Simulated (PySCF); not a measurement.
Computed vibrations of Ce2O3

Ce2O3 (singlet in the valence; each metal's 4f electrons, 1 of them, lie in its core potential, out of spins and levels). PySCF 2.14.0, RKS PBE, Ce lcecp-1-SVP with ECP47, O def2-SVP; non-relativistic Hamiltonian with scalar-relativistic core potentials where named; density fitting; no spin-orbit coupling. Central differences of gradients.

```xyz
5

Ce   -0.1649   -0.0032    2.1347
Ce   -0.1649   -0.0032   -2.1347
O    -0.6152   -0.0119    0.0000
O     1.7498    0.0337    2.3652
O     1.7498    0.0337   -2.3652
```

Run from Python with OMP_NUM_THREADS=2. Where DIIS fails, smearing, a level shift and second-order steps follow.
It took 3.1 min on 2 threads of Intel(R) Xeon(R) Platinum 8259CL CPU @ 2.50GHz (Skylake/Cascade Lake), with other jobs on the host.

(1) What are the harmonic wavenumbers and infrared intensities?

(2) Is this a minimum?

An lcecp potential fixes the number of 4f electrons, so in runs with it no electron can move into or out of that shell.

Answers

(1) Modes are labelled in C2v; negative numbers are unstable modes, those under 60 cm⁻¹ near the noise; a finer grid moves soft modes by up to 10 cm⁻¹.
```json
{"cm⁻¹": "-78", "km/mol": "–", "symmetry": "a2"}
{"cm⁻¹": "50", "km/mol": "6.5", "symmetry": "a1"}
{"cm⁻¹": "98", "km/mol": "65.5", "symmetry": "b1"}
{"cm⁻¹": "124", "km/mol": "26.0", "symmetry": "b2"}
{"cm⁻¹": "200", "km/mol": "3.2", "symmetry": "a1"}
{"cm⁻¹": "251", "km/mol": "13.7", "symmetry": "a1"}
{"cm⁻¹": "634", "km/mol": "757.1", "symmetry": "b2"}
{"cm⁻¹": "755", "km/mol": "217.7", "symmetry": "a1"}
{"cm⁻¹": "760", "km/mol": "11.7", "symmetry": "b2"}
```

(2) No: 1 unstable; the lowest moves the atoms so:
```
Ce   0.00 -0.09  0.00
Ce   0.00  0.09  0.00
O    0.00  0.00  0.00
O   -0.01  0.70  0.00
O    0.01 -0.70  0.00
```
